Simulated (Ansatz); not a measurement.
Geometry optimisation, Ansatz 0.2.0, RKS PBE/def2-SVP.

Input:

```yaml
crystal:
  periodic: [false, false, false]
  atoms:
    - { symbol: Ga, position_ang: [0.017868, 0.183164, 0.206531] }
    - { symbol: C, position_ang: [0.014502, 0.154773, 2.188266] }
    - { symbol: H, position_ang: [-0.950632, -0.200018, 2.601971] }
    - { symbol: H, position_ang: [0.838135, -0.46493, 2.595969] }
    - { symbol: H, position_ang: [0.172429, 1.186668, 2.57472] }
    - { symbol: H, position_ang: [1.390519, 0.100634, -0.58427] }
    - { symbol: H, position_ang: [-1.345154, 0.334659, -0.588664] }
    - { symbol: H, position_ang: [-0.324337, -2.502295, 0.783216] }
    - { symbol: H, position_ang: [-0.243631, -1.951755, 1.246761] }
basis:
  gaussian: { orbitals: def2-SVP }
hamiltonian:
  xc: pbe
relax:
  f_tol: 0.03
  max_steps: 50
```

Launched with:

```bash
$ ansatz run input.yaml --threads 1 --pin off --max-ram 2048MiB --backend cpu --events-out ev --progress --plain --runs-dir out
```

**Question.** Where does it end, and by what steps?

**Answer.** It converged. After 9 steps the energy has fallen by 0.161 eV; H8 moved furthest, 0.63 Å.

| step | energy less start (eV) | largest force component (eV/Å) | accepted |
| --- | --- | --- | --- |
| 0 | 0.0000 | 1.442 | yes |
| 1 | -0.0967 | 0.106 | yes |
| 2 | -0.0951 | 1.101 | no |
| 3 | -0.1120 | 0.058 | yes |
| 4 | -0.1247 | 0.238 | yes |
| 5 | -0.1409 | 0.450 | yes |
| 6 | -0.1588 | 0.109 | yes |
| 7 | -0.1595 | 0.128 | yes |
| 8 | -0.1610 | 0.030 | yes |
| 9 | -0.1610 | 0.012 | yes |

```xyz
9
Properties=species:S:1:pos:R:3
Ga -0.008 -0.001 0.360
C 0.033 0.316 2.321
H -0.917 0.033 2.816
H 0.876 -0.205 2.816
H 0.178 1.406 2.485
H 1.345 -0.196 -0.445
H -1.371 0.118 -0.442
H -0.298 -2.353 0.171
H -0.269 -2.277 0.942
```

Whether the end is a true minimum wasn't checked by a vibrational analysis.

The run took 21 s on 1 thread of Arm Neoverse V1, with other jobs on the host, peak memory 0.094 GiB.
